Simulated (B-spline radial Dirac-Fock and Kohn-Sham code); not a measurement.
## Anomalous scattering factors of N, 624.6 eV to 2.838 keV

Level of theory: the dispersion relation over Dirac-Hartree-Slater subshell photoionisation cross sections, with the Kissel-Pratt high-energy constant (isolated atom, no bound-bound lines or fine structure); an atomic code on a B-spline grid. The forward scattering factor is f₀ + f′ + i f″.

No edge lies in or near this range.

```csv
hν (eV),λ (Å),f′ (e),f″ (e),tabulated f′,tabulated f″
624.6,19.85,-0.150,2.433,–,2.27
676.9,18.32,?,?,?,?
749.8,16.54,0.206,1.824,–,1.70
1000,12.40,0.375,1.128,0.39,1.05
1253.6,9.890,0.370,0.759,0.38,0.71
1486.9,8.338,0.335,0.557,0.34,0.52
1496,8.288,0.333,0.551,0.34,0.52
1814,6.835,0.282,0.385,0.28,0.36
2000,6.199,0.255,0.320,0.25,0.30
2184,5.677,0.231,0.271,0.23,0.25
2599,4.770,0.187,0.193,0.19,0.18
2646,4.686,0.183,0.186,0.18,0.17
2838,4.369,0.167,0.162,0.17,0.15
```

Q: What are f′ and f″ at 676.9 eV?

A: f′ = 0.046 and f″ = 2.151 electrons (tables: – and 2.00). By the optical theorem f″ corresponds to a photoabsorption cross section 2 rₑ λ f″ = 222000 b.

Tabulated f′: xraylib 4.2 anomalous scattering factors (Cullen et al., EPDL97); f″: Chantler's tables (J. Phys. Chem. Ref. Data 1995 and 2000). Both are theoretical tables.

Values without a named source are computed, but for edge energies of neutral atoms, which are taken from tables.
